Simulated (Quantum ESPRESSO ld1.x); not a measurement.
Ca3+, configuration [Ne] 3s2 3p5 (the NIST ground configuration). Method: scalar-relativistic Kohn-Sham, exchange-only LDA, spin-polarised, spherical densities, point nucleus; open shells are filled with parallel spins first; computed with ld1.x of Quantum ESPRESSO 7.5.

Normalised radial functions P(r) = r R(r), r in bohr:

```
   r/bohr * 3p up, o 3d down (the largest magnitude, 0.962, reaches the edge; | marks zero, & curves that meet)
 0.003267                             &
 0.004797                             &
 0.007099                             &
  0.01051                             &
  0.01555                             o*
  0.02301                             o*
  0.03406                             o *
   0.0504                             o   *
    0.074                             o      *
   0.1095                             |o        *
   0.1621                             | o           *
   0.2399                             |   o        *
    0.355                             |     *  o
   0.5253                    *        |              o
   0.7775     *                       |                   o
    1.141  *                          |                      o
    1.689            *                |                  o
      2.5                       *     |          o
      3.7                            *|   o
    5.475                             *o
    8.103                             &
```

3p up: eigenvalue -58.728 eV, 1 radial node at r = 0.419 bohr, <r> = 1.21 bohr, 90 % of the charge inside 1.84 bohr. 3d down (empty): eigenvalue -28.894 eV, 0 radial nodes, <r> = 1.48 bohr, 90 % of the charge inside 2.42 bohr.
